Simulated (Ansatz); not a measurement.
Input file for ClF2H3Si2 (`F[SiH](F)[SiH2]Cl`):

```yaml
crystal:
  periodic: [false, false, false]
  atoms:
    - {symbol: F, position_ang: [-1.332484, 1.216950, -1.324799]}
    - {symbol: Si, position_ang: [-0.986782, 0.664548, 0.125623]}
    - {symbol: F, position_ang: [-0.588121, 1.910482, 1.029578]}
    - {symbol: Si, position_ang: [0.842943, -0.800169, -0.021408]}
    - {symbol: Cl, position_ang: [2.436090, 0.215545, -0.828747]}
    - {symbol: H, position_ang: [-2.224062, 0.075789, 0.690216]}
    - {symbol: H, position_ang: [1.221564, -1.294935, 1.325497]}
    - {symbol: H, position_ang: [0.515750, -1.953609, -0.895958]}
basis:
  gaussian: {orbitals: def2-TZVPP}
correlation: {method: ccsd_t}
```

```sh
$ ansatz run in.yaml --threads 4 --pin off --events-out ev --progress --plain --max-ram 10444MiB
```

Output of Ansatz, abridged:

```
Functional definition: HF
1382 factors; integrals over basis functions are off by at most 7.6e-4 eV
mean field evaluation 1: about -33692.5790 eV, gradient 3.8e1 eV
mean field evaluation 2: about -33692.8483 eV, gradient 3.8e1 eV
mean field evaluation 4: about -33695.8903 eV, gradient 2.9e0 eV
mean field evaluation 8: about -33695.9482 eV, gradient 2.1e-1 eV
mean field evaluation 16: about -33695.9483 eV, gradient 1.8e-6 eV
mean field -33695.94834195 eV, -1238.3032616326 hartree, gradient 1.8e-6 eV, S^2 0.000000; 0 other end points of the search recorded, 0 dependent functions left out
17 core orbitals not correlated: weight in the atoms' cores, before any rotation towards them, 1.000 or more for the frozen orbitals, at most 0.000 for the correlated occupied ones
reference -33695.94834195 eV, -1238.3032616326 hartree; 16, 16 occupied and 197, 197 virtual orbitals, 1382 factors
second order -25.06957030 eV of doubles, -0.00000000 eV of singles
cycle   1  -25.57204099 eV  change   -5.0e-1 eV  update   1.1e-1
cycle   2  -26.13228395 eV  change   -5.6e-1 eV  update   3.1e-2
cycle   3  -26.26586926 eV  change   -1.3e-1 eV  update   1.6e-2
cycle   4  -26.24990513 eV  change    1.6e-2 eV  update   3.3e-3
cycle   5  -26.24749669 eV  change    2.4e-3 eV  update   1.4e-3
cycle   6  -26.24836112 eV  change   -8.6e-4 eV  update   4.1e-4
cycle   7  -26.24818074 eV  change    1.8e-4 eV  update   1.4e-4
cycle   8  -26.24810622 eV  change    7.5e-5 eV  update   4.2e-5
cycle   9  -26.24812418 eV  change   -1.8e-5 eV  update   1.7e-5
perturbative correction -0.86270290 eV, -0.0317037469 hartree
Total energy: -33723.05916903 eV, -1239.2995661514 hartree
```

It took 100 s on 4 threads of an Arm Neoverse V2 on a shared host, with 3.7 GiB of host memory at the peak.

Correlation energy per correlated electron: -0.847 eV. T1 diagnostic: 0.0116.
